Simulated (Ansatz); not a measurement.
`BN[SiH2]C=C` + `CC[SeH]` → `B[Se]CC` + `C=C[SiH2]N`  (ligand exchange at a B–N bond)

Isolated molecules relaxed with PBE0-D4/def2-TZVP in Ansatz; ΔE leaves out vibrations. CCSD(T)/CBS adds triple-zeta CCSD(T) − MP2 to the extrapolated MP2 energy (def2 sets, frozen cores). DFT in def2-TZVPP. B3LYP here is the variant with VWN-RPA as its local correlation; programs differ in this. For Se outer-core shells are correlated without core-valence functions, which leaves a few kJ/mol of doubt a bond. Scalar relativity is left out up to krypton. Each species was taken in one conformer, which may not be the lowest.

```tsv
level	ΔE (kJ/mol)
PBE-D4	36.8
r2SCAN-D4	38.1
B2PLYP	45.6
PBE0	40.6
B3LYP	48.1
SCS-MP2/def2-TZVPP	45.0
HF/def2-QZVPP	57.2
HF/CBS(def2)	57.3
```

(1) What does CCSD(T)/CBS give? (An estimate is asked.)

Largest T1 diagnostic among the species: 0.012.

Results:

(1) Ansatz gave: +40.2 kJ/mol. The listed levels differ from it by -3.4, -2.1, 5.4, 0.4, 7.9, 4.8, 17.0, 17.1 kJ/mol.

In def2-TZVPP, CCSD(T) changes the Hartree–Fock value by −13.4 kJ/mol (the triples alone add −2.5 kJ/mol) and MP2 by −16.1 kJ/mol.
